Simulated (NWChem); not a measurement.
# HSeOI; SMILES [Se](I)O

```xyz
4

Se     0.3835     1.3213     0.0018
I     -0.0231    -1.1851     0.0045
O     -1.2762     1.9829     0.0677
H     -1.6058     2.0201    -0.8416
```
Atoms are numbered in this order, from 1.

Computed with NWChem. Coordinates come from a PBE0/def2-SVP optimisation. def2 effective core potentials on I; no spin-orbit coupling. Level M06-2X/def2-SVP: energy and gradient on several grids; changes count from the extra-fine grid, which is no exact limit either.

Task: Which is the coarsest grid (coarse; fine; xfine; medium; xcoarse) from which on the energy stays within 100 μHa and each gradient component within 200 μHa/bohr of xfine?

Result: medium.
```
grid     size of the energy change (μHa)  largest change of a gradient component (μHa/bohr)
-------  -------------------------------  -------------------------------------------------
xcoarse                            10000                                               2000
coarse                               400                                                200
medium                              < 10                                                 60
fine                                < 10                                               < 30
xfine                               < 10                                               < 30
```
